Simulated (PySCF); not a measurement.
Static response to an electric field

C7H6ClF.
Atom-mapped SMILES: `[F:1][CH2:2][c:3]1[cH:4][cH:5][c:6]([Cl:7])[cH:8][cH:9]1` (hydrogens: H10, H11 on C2; H12 on C4; H13 on C5; H14 on C8; H15 on C9)

Cartesian coordinates in Å at the PBE0-D3(BJ)/def2-SVP level; atoms count from 1:
```xyz
15
C7H6ClF angstrom
F      2.071    1.210   -0.803
C      1.750    0.052   -0.151
C      0.262   -0.125   -0.039
C     -0.611    0.835   -0.550
C     -1.990    0.672   -0.445
C     -2.499   -0.465    0.178
Cl    -4.213   -0.678    0.316
C     -1.641   -1.436    0.696
C     -0.266   -1.260    0.584
H      2.209    0.077    0.854
H      2.195   -0.796   -0.702
H     -0.199    1.721   -1.037
H     -2.674    1.422   -0.845
H     -2.056   -2.321    1.181
H      0.403   -2.024    0.990
```

Level: CAM-B3LYP/def2-SVPD (PySCF), static field, nuclei fixed, core orbitals frozen in the response. The polarisability tensor in these axes (au):

```
x   130.83   4.16  -3.10
y     4.16  87.68 -15.52
z    -3.10 -15.52  67.70
```

Problem. Diagonalise the tensor; give its mean and Δα, where Δα² is half the sum of the squared differences of the eigenvalues.

Solution. Principal values 59.22, 95.41 and 131.58 au; mean 95.40 au = 14.14 Å³ = 15.73 × 10⁻⁴⁰ C²·m²/J; Δα = 62.67 au (66 % of the mean).

Problem. What is the dipole moment, and where does it point?

Solution. (1.36, -1.16, 0.64) D, 1.89 D in size, pointing from the negative to the positive side. Measured along this direction, the outermost atoms are H13 at the negative end and H15, H11 and H10 at the positive end.

Problem. Find the Langevin capture rate constant for H3O+ (19.018 u) meeting this molecule (144.014 u), k = 2.342 × 10⁻⁹ cm³/s × √(α in Å³ / reduced mass in u).

Solution. The reduced mass is 16.80 u, so k = 2.15 × 10⁻⁹ cm³/s. The formula leaves out the permanent dipole, which adds to the capture rate.

Problem. Form Σ f/ω² (atomic units) for the 6 lowest TDDFT singlets, given as eV and f, and set it beside the mean polarisability, which is this sum over all singlets: 5.23, 0.0070; 5.84, 0.1342; 6.57, 0.0001; 6.79, 0.4237; 6.88, 0.6641; 7.07, 0.0021.

Solution. They add up to 20.31 au, 21.3 % of the 95.40 au; the largest single term is 10.38 au, from the state at 6.88 eV. Terms in order: 0.19, 2.91, 0.00, 6.79, 10.38, 0.03 au. Higher excitations give the rest. The strengths listed sum to 1.231.

Problem. Estimate the molar refractivity from the static electronic polarisability.

Solution. Lorentz–Lorenz: R = (4π/3)N_A α = 2.5225 cm³/(mol·Å³) × 14.14 Å³ = 35.7 cm³/mol, in the limit of long wavelengths.

One conformer (not necessarily the lowest) at the PBE0-D3(BJ)/def2-SVP geometry, without solvent, vibrations or thermal averaging.
